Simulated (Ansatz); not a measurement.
Wavefunction ladder for `C[O][W](=[O])([F])([Cl])[Cl]`

| atom | x (Å) | y (Å) | z (Å) |
| --- | --- | --- | --- |
| C1 | -0.1372 | 1.4114 | 0.9862 |
| O2 | 0.1641 | 0.7043 | -0.1811 |
| W3 | 0.1678 | -0.9899 | -0.8987 |
| O4 | 0.7453 | -0.6722 | -2.4406 |
| F5 | -0.0749 | -2.8365 | -0.9666 |
| Cl6 | 1.9147 | -1.4889 | 0.5171 |
| Cl7 | -2.1340 | -0.9065 | -0.8800 |
| H8 | -1.1952 | 1.2746 | 1.2317 |
| H9 | 0.4785 | 1.0345 | 1.8092 |
| H10 | 0.0710 | 2.4693 | 0.8228 |

Charge 0, multiplicity 1. Correlated methods include outer-core shells of W, which these sets cover unevenly. W takes the def2 core potential. Geometry: relaxed with PBE0-D4/def2-TZVP. It is one conformer, not always the lowest. Frozen core, restricted reference, Ansatz 0.2.0.

```csv
basis,HF (Eh),MP2 corr.
def2-SVP,-1273.80811,-1.36775
def2-TZVPP,-1274.52262,-1.80213
def2-QZVPP,-1274.56281,-1.97257
```

(1) Estimate the CCSD correlation energy and the (T) correction in each basis where they were run (hartree).

Results:

(1) 
| basis | CCSD corr. | (T) |
| --- | --- | --- |
| def2-SVP | -1.34445 | -0.05524 |
